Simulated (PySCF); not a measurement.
# EPR parameters of C7H9

Species: C7H9 (doublet state).
Numbering: `[CH2:1]=[C:2]([CH3:3])[CH:4]=[C:5]=[C:6][CH3:7]` (hydrogens: H8, H9 on C1; H10, H11, H12 on C3; H13 on C4; H14, H15, H16 on C7)

Geometry (GFN2-xTB, Å), atoms numbered from 1 in this order:
```xyz
16
C7H9 angstrom
C     -2.7513   -0.6826   -0.8284
C     -1.5432   -0.2871   -0.3522
C     -1.4392    0.5889    0.8642
C     -0.3481   -0.6831   -0.9821
C      0.9019   -0.3097   -0.5395
C      2.0006    0.0223   -0.1452
C      3.3121    0.4100    0.3134
H     -2.8336   -1.3091   -1.6999
H     -3.6698   -0.3852   -0.3547
H     -2.4235    0.8270    1.2589
H     -0.9230    1.5155    0.6158
H     -0.8587    0.0878    1.6378
H     -0.4004   -1.3137   -1.8591
H      3.2336    1.0424    1.1979
H      3.8356    0.9608   -0.4696
H      3.8995   -0.4752    0.5626
```

The hyperfine couplings belong to this conformer and change with its torsions.

Computed, not measured: PySCF 2.14.0, UKS B3LYP, pcH-1 on C H, non-relativistic, mean-field spin-orbit, GIAO. One conformer (not necessarily the lowest) at the GFN2-xTB geometry, without solvent, vibrations or thermal averaging. GFN2-xTB frequencies show an imaginary mode (40i cm⁻¹), so this geometry is no minimum at that level. The geometry wasn't refined by DFT: couplings that depend on bond lengths, twists or pyramidal angles can differ widely from those at the functional's own minimum. No stability test was run, so a lower SCF solution isn't excluded. ⟨S²⟩ is 0.781 where a pure state has 0.75.

| Quantity | Value |
| --- | --- |
| g1, g2, g3 | 2.00218, 2.00286, 2.00300 |
| g_iso | 2.00268 |
| Form of g | rhombic: the two nearest values differ by 17 % of g3 − g1 |
| ⟨S²⟩ | 0.7812 (exact 0.7500) |
| α and β electrons | 26, 25 |
| Basis functions | 265 |

Hyperfine couplings atom by atom, in MHz; T1 to T3 are the principal values of the dipolar part:

```
atom  isotope  a_iso     T1     T2    T3  Mulliken spin population
  C1      13C   40.6  -38.8  -37.2  76.0                      0.52
  C2      13C  -42.4  -25.6   10.9  14.7                     -0.23
  C3      13C    4.7   -0.9    0.1   0.8                      0.01
  C4      13C   51.7  -47.0  -46.2  93.2                      0.58
  C5      13C  -50.3  -15.8   -0.9  16.8                     -0.19
  C6      13C   32.4  -33.1  -25.0  58.1                      0.39
  C7      13C  -14.4   -0.9    0.4   0.5                     -0.03
  H8       1H  -29.8  -15.6   -1.5  17.1                     -0.02
  H9       1H  -31.7  -18.9   -0.2  19.2                     -0.02
 H10       1H   -1.8   -1.7   -1.0   2.6                      0.00
 H11       1H  -14.7   -1.9   -0.3   2.2                     -0.01
 H12       1H  -14.7   -1.9   -0.3   2.2                     -0.01
 H13       1H  -39.2  -19.1   -1.8  21.0                     -0.03
 H14       1H    4.7   -2.0   -1.7   3.7                      0.00
 H15       1H   45.9   -2.3   -1.6   3.9                      0.02
 H16       1H   46.1   -2.3   -1.6   3.9                      0.02
```

The Mulliken spin populations are largest on C4 (+0.58), C1 (+0.52), C6 (+0.39) and C2 (-0.23). Three atoms exceed +0.15. The angles at C4 add up to 360.0°, so it is planar.

The SMILES `C=C(C)C=C=[C]C` draws the unpaired electron on C6, whose computed spin population is only +0.39.

Axes: g3 points within 12° of the C6–C7 bond.

Under fast tumbling the dipolar parts average out, and these isotropic splittings remain: 1 × 1H (H13, I = 1/2, 2 lines) with 1.40 mT, 3 × 1H (H14/H15/H16, I = 1/2, 4 lines) with 1.15 mT, 1 × 1H (H9, I = 1/2, 2 lines) with 1.13 mT, 1 × 1H (H8, I = 1/2, 2 lines) with 1.06 mT and 3 × 1H (H10/H11/H12, I = 1/2, 4 lines) with 0.37 mT.

Means are taken over nuclei equivalent by connectivity, which assumes that they swap fast. The three 1H nuclei of mean +32.2 MHz run from 4.7 to 46.1 MHz in the frozen geometry. The three 1H nuclei of mean -10.4 MHz run from -14.7 to -1.8 MHz in the frozen geometry.

The 13C coupling of C4 (51.7 MHz) shows only in satellite lines or after enrichment, since that isotope makes up about 1.07 % of natural carbon.

Examples of negative spin density at the nucleus (bohr⁻³): C5 (-0.0447), C2 (-0.0377) and C7 (-0.0128).

On an Arm Neoverse V2 with one thread, no GPU, on a shared host, this took 50 s of wall time (with the writing of density and orbital grids) and 1.0 GiB of memory at its peak.
